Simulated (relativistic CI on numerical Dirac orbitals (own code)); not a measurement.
**Hg4+: O2,3 absorption edge**

Computed with this model: Dirac-Coulomb-Breit CI, KLI orbitals optimised for each configuration, model QED, valence Slater integrals scaled by 0.8, multiplet model of core-to-valence dipole absorption; configurations [Xe] 4f14 5d8 → [Kr] 4d10 4f14 5s2 5p5 5d9; 300 K; Lorentzian 1.5 eV and Gaussian 0.3 eV FWHM. Energies are those of the free ion, without screening or charge transfer. The branching ratio is the share of the lower-energy edge in the whole absorption, uncertain by about 0.02 where the edges overlap. S is read from ⟨S²⟩ = S(S + 1).

Field parameters in Wybourne normalisation: D3d B²₀ = −7Dσ, B⁴₀ = −14Dq − 21Dτ, B⁴₃ = −14√(10/7) Dq; D4h B²₀ = −7Ds, B⁴₀ = 21(Dq − Dt), B⁴₄ = 21√(5/14) Dq; Td as Oh with Dq negative (B⁴₀ = 21Dq, B⁴₄ = √(5/14) B⁴₀). The field is a parameter set, without covalency.

free ion: ground-state S = 0.96, centroid 62.19 eV. Peaks (eV, height): 59.2 (64), 62.2 (100), 65.5 (45).

Td, 10Dq = -13000 cm⁻¹: ground-state S = 0.97, centroid 62.83 eV. Peaks (eV, height): 60.2 (100), 62.8 (94), 64.8 (32), 66.2 (33).

D3d, 10Dq = 17200, Dσ = -100, Dτ = 160 cm⁻¹: ground-state S = 0.98, centroid 64.56 eV. Peaks (eV, height): 61.0 (100), 62.8 (76), 65.8 (30), 67.8 (25), 81.0 (11), 83.0 (12).

D3d, 10Dq = 23750, Dσ = 1160, Dτ = -400 cm⁻¹: ground-state S = 0.99, centroid 65.23 eV. Peaks (eV, height): 61.5 (100), 66.2 (33), 68.5 (19), 81.2 (14), 83.2 (13).

D4h, 10Dq = 34150, Ds = 1250, Dt = 1010 cm⁻¹: ground-state S = 0.99, centroid 65.95 eV. Peaks (eV, height): 62.2 (100), 65.2 (36), 69.5 (16), 82.0 (13), 83.8 (14).

Strongest unbroadened transitions for free ion:

| Energy (eV) | Relative strength |
| --- | --- |
| 59.15 | 61.2 |
| 62.17 | 100.0 |
| 65.65 | 42.4 |
| 81.96 | 2.1 |
